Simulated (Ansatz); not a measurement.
Reaction (redistribution): `CBOC(=O)O` + `OC(F)(F)[SiH3]` → `CBC(O)(F)F` + `O=C(O)O[SiH3]`

Calculated with Ansatz (gas phase, PBE0-D4/def2-TZVP geometries, no zero-point term in ΔE). CCSD(T)/CBS adds triple-zeta CCSD(T) − MP2 to the extrapolated MP2 energy (def2 sets, frozen cores). One conformer a species, not always the lowest.

```json
{"level": "MP2/def2-TZVPP", "ΔE (eV)": "0.19"}
{"level": "MP2/def2-QZVPP", "ΔE (eV)": "0.19"}
```

Q: What does CCSD(T)/CBS give? (An estimate is asked.)

A: Ansatz gave: +0.21 eV. The listed levels differ from it by -0.02, -0.02 eV.

Largest T1 diagnostic among the species: 0.014.

From PBE to PBE0 (25 % exact exchange), in def2-TZVPP and without D4, ΔE moves by −0.03 eV.
